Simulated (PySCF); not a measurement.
CBF$_{2}$NO (SMILES O=C=NB(F)F), singlet, geometry from GFN2-xTB. Base run: PySCF with B3LYP/6-31G, polarisability.

The PySCF input:
```python
from pyscf import gto, scf, dft
from pyscf.prop import polarizability

mol = gto.Mole()
mol.atom = '''
    B     0.497995   -0.392487    0.721870
    F     1.776533   -0.639011    0.862894
    F    -0.279599   -0.685537    1.740453
    N     0.004321    0.168513   -0.456687
    C    -0.761050    0.641157   -1.241672
    O    -1.428291    1.107105   -2.049078
'''
mol.basis = '6-31g'
mol.charge = 0
mol.spin = 0
mol.verbose = 4
mol.build()

mf = dft.RKS(mol)
mf.xc = 'b3lyp'
mf.kernel()
alpha = mf.Polarizability().polarizability()[2, 2]
print('alpha_zz =', alpha)
```

Each row names what was changed in the base input (with any setting that the change needs).

```csv
change,alpha_zz (bohr³),basis functions,core-seconds (rough)
base,31.85,54,10
finite field (a.u.) = 0.05; conv_tol = 1e-11,32.18,54,10
finite field (a.u.) = 2e-4; conv_tol = 1e-6,31.76,54,10
basis = def2-SVP,32.83,84,20
finite field (a.u.) = 0.001; conv_tol = 1e-11,31.85,54,10
finite field (a.u.) = 2e-4; conv_tol = 1e-11,31.85,54,10
basis = 6-31G*,?,84,20
basis = def2-SVPD,?,?,40
basis = STO-3G,23.21,30,7
basis = aug-cc-pVDZ,41.30,138,50
functional = pbe0,31.66,54,10
finite field (a.u.) = 0.001; conv_tol = 1e-6,31.55,54,8
```

### Question
Fill in the missing entries.

### Answer

- basis = 6-31G*, alpha_zz (bohr³): 33.16
- basis = def2-SVPD, alpha_zz (bohr³): 41.06
- basis = def2-SVPD, basis functions: 129

Finite-field rows take the second difference of the energy in a field along z; a small field with loose convergence shows SCF noise divided by the square of the field, and a large one adds hyperpolarisability.
